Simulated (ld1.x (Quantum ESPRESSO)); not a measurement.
**Varying the TM potential for indium (In)**

Base potential:

```json
{"Element": "In", "Generator": "ld1.x (Quantum ESPRESSO) 7.5", "Type": "norm-conserving Troullier–Martins (Kleinman–Bylander form)", "Functional": "PBE", "Relativity": "non-relativistic", "Frozen core": "[Kr] 4d10", "Valence charge": "3", "Reference configuration": "5s1.5 5p1.5", "Partial waves": "5s (bound): rc 2.20 bohr; 5p (bound): rc 2.55 bohr", "Local potential": "all-electron potential smoothed inside 2.10 bohr (lloc = -1)", "Core correction": "Bessel-smoothed model core inside 1.55 bohr"}
```

All-electron outer shells of the reference configuration (PBE, non-relativistic, ld1.x):

```json
{"shell": "4p", "level (eV)": "-76.94", "outermost node (bohr)": "0.42", "outermost maximum (bohr)": "0.83"}
{"shell": "4d", "level (eV)": "-20.52", "outermost node (bohr)": "0.40", "outermost maximum (bohr)": "0.92"}
{"shell": "5s", "level (eV)": "-8.10", "outermost node (bohr)": "1.06", "outermost maximum (bohr)": "2.24"}
{"shell": "5p", "level (eV)": "-2.93", "outermost node (bohr)": "1.15", "outermost maximum (bohr)": "2.85"}
```

Cutoffs, loose and tight: the cutoffs (Ry, on a coarse ladder) from which the occupation-weighted sum of valence levels, in a spherical-Bessel basis at the reference potential, stays within 10 and 1 mRy of its value at 400 Ry. They do not see the model core or the augmentation charge, which bear on the density cutoff. Test errors are all-electron minus pseudo excitation energies from the reference, over the configurations 5s2 5p1; 5s2 5p0; 5s1 5p0; 5s2 5p0.5; 5s2 5p1.3; 5s0 5p3; 5s1 5p1. A dash means not determined; rows that change the core or the reference have their own tests.

A true bound ghost makes a file unfit for plane-wave use even where its test errors are small: the radial tests pick states by their node count and pass the ghost by.

On the changes marked as counting shells twice: ld1.x takes every shell without a wave as core, so the model core holds the marked electrons as well and exchange and correlation see them twice. This cancels in the reference configuration, but the file is broken for other ones, and its errors say nothing about a proper core correction.

| change | outcome | cutoff, loose | cutoff, tight | bound ghosts | largest test error (meV) |
| --- | --- | --- | --- | --- | --- |
| base | generated | 10 Ry | 25 Ry | none | -89 |
| core [Ar] 3d10, valence charge 21; reference 4s2 4p6 4d10 5s2 5p0; waves now 4p (bound): rc 0.95 bohr; 4d (bound): rc 0.95 bohr; 4s (bound): rc 1.35 bohr; local potential the s channel; core correction Bessel-smoothed model core inside 0.50 bohr (5s counted twice) | generated, misses its reference levels by 2.03 eV | 180 Ry | 260 Ry | none | -8651 |
| type PAW; waves now 5s (bound): rcut 1.90, rcutus 2.20 bohr; 5s channel at 1.45 Ry: rcut 1.90, rcutus 2.20 bohr; 5p (bound): rcut 2.20, rcutus 2.55 bohr; 5p channel at 0.4 Ry: rcut 2.20, rcutus 2.55 bohr; local potential all-electron potential smoothed inside 1.85 bohr (lloc = -1); augmentation PSQ, inside the norm-conserving radii | generated | 6 Ry | 8 Ry | none | -136 |
| core correction Bessel-smoothed model core inside 2.56 bohr | generated | 10 Ry | 25 Ry | none | -68 |
| local potential the s channel | generated | 10 Ry | 25 Ry | none | -116 |
| reference 5s2 5p0.5 | generated | 10 Ry | 25 Ry | d, s | -107 |
| local potential all-electron potential smoothed inside 2.30 bohr (lloc = -1) | generated | 10 Ry | 25 Ry | none | -109 |
| reference 5s2 5p0.75 | generated | 10 Ry | 25 Ry | none | -118 |

Task: What comes out with this change to the base: all radii but the core radius scaled by about 0.76 (s 1.68, p 1.94 bohr); local potential all-electron potential smoothed inside 1.60 bohr (lloc = -1)?

Result: outcome: generated; cutoff, loose: 30 Ry; cutoff, tight: 80 Ry; bound ghosts: s, d; largest test error (meV): -128.

Task: What comes out with this change to the base: wave 5p (bound): rc 2.55 bohr becomes 5p (bound): rc 1.92 bohr?

Result: outcome: generated; cutoff, loose: 21 Ry; cutoff, tight: 35 Ry; bound ghosts: none; largest test error (meV): -91.

Task: What comes out with this change to the base: scalar-relativistic?

Result: outcome: generated; cutoff, loose: 10 Ry; cutoff, tight: 25 Ry; bound ghosts: none; largest test error (meV): -137.
